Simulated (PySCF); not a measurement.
Structure from NMR data

The spectra below were simulated for a compound C8H14F2.

1H NMR (300 MHz, computed): δ 5.14 (m, 2H), 2.33 (m, 3H), 1.19 (s, 9H).

13C{1H} NMR (computed): δ 170.2, 126.7, 83.0, 38.1, 31.4 (3C), 19.5.

Computed data (PySCF 2.14): PBE0/pcSseg-1 with gauge-including orbitals, structure optimised with GFN2-xTB. Non-relativistic, fast rotation and ring inversion assumed for equivalent nuclei, no solvent model, one conformer.

δ = σ(ref) − σ, references computed at the same level: 1H (31.72 ppm), 13C (186.93 ppm) against TMS.

Which candidate is it?
A. C/C(F)=C(\CF)C(C)(C)C
B. C/C(F)=C(/CF)C(C)(C)C
C. C=C(CC)C(C)(C)C(F)F
D. CC(C)(C)C1(C(F)F)CC1

Answers

A. 

1. Rings plus π bonds: 1 (no ring in the answer).
2. 6 carbon signals for 8 carbons: some carbons are equivalent by symmetry or fast rotation.
3. Carbon types of the structure: 3 × C, 1 × CH2, 4 × CH3, which accounts for all hydrogens.
4. δC 170.2, 126.7: fully substituted alkene carbon.
5. δC 83.0: allylic sp3 CH2 bonded to F; pulled downfield by the heteroatom.
6. δC 31.4: methyl carbon; a saturated carbon with 1 carbon neighbour and no heteroatom attached.
7. δC 19.5: allylic methyl carbon; a saturated carbon with 1 carbon neighbour and no heteroatom attached.
8. δH 5.14: hydrogen on an allylic sp3 CH2 bonded to F; its carbon carries F, an electronegative neighbour.

The others: C=C(CC)C(C)(C)C(F)F would give 7 carbon signals, not 6; C/C(F)=C(/CF)C(C)(C)C has carbons computed at 167.1, 130.4, 80.9, 33.3, 31.6, 21.2; CC(C)(C)C1(C(F)F)CC1 would give 5 carbon signals, not 6.

Splittings by 19F in the carbon and heteronuclear signals aren't shown, as no couplings were computed. Shifts are as computed. Against solution values, carbons near 30 ppm lie about +3 ppm off and those near 130 ppm about +5 ppm. Of 1211 compounds with measured shifts, 218 miss one by over three times the rms of a fit or turn the order of signals round; such compounds aren't used in these exercises. No couplings were computed; multiplicities are counted from neighbouring protons, with m where these are inequivalent, close in shift, in a saturated or five-membered ring or joined by F or P, and br s for small geminal =CH2 splittings.
